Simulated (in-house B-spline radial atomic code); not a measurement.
Checks on a self-consistent run for V4+, [Ar] (3d3/2)1. Computed with a B-spline radial code for spherical atoms: Dirac-Hartree-Fock, average of the jj configuration, Fermi nucleus of rms radius 3.6002 fm.

```
orbital  q      ε (Eh)    <1/r>        <r²>  small-component weight
  1s1/2  2  -205.02446  22.8457  0.00592844               0.0068053
  2s1/2  2   -26.28951  4.84777    0.110446                0.001219
  2p1/2  2   -22.37602  4.75482   0.0905058               0.0011839
  2p3/2  4   -22.09262  4.69352   0.0919542               0.0011724
  3s1/2  2    -5.19263   1.5159     0.97362               0.0002596
  3p1/2  2    -4.01624  1.40396     1.08806              0.00023004
  3p3/2  4    -3.92127  1.38805     1.10522              0.00022634
  3d3/2  1    -2.39942  1.16418     1.39552              0.00016615
```

Electron-electron repulsion V_ee = 312.5894 hartree.

Task: What total energy follows from the eigenvalues?

Result: The eigenvalues count the repulsion twice, so E = Σqε - V_ee = -632.253 - 312.589 = -944.842 hartree; the run printed -944.842.

Task: Does the Dirac virial theorem hold?

Result: For a point nucleus E = -2c²Σq·w, with w the small-component weight. Here Σq·w = 0.025157 and c = 137.0360, so the ratio E/(-2c²Σq·w) is 1.000005; the finite nucleus accounts for the departure from 1.

Task: What diamagnetic shielding (Lamb formula) and susceptibility (Langevin formula) do the radii give?

Result: σ = (α²/3)Σq<1/r> = 96.2268/(3·137.036²) = 1708.1 ppm, and χ = -0.79199×10⁻⁶·Σq<r²> = -8.491×10⁻⁶ cm³/mol with Σq<r²> = 10.721 bohr². Both are non-relativistic formulas without the paramagnetism of open shells.
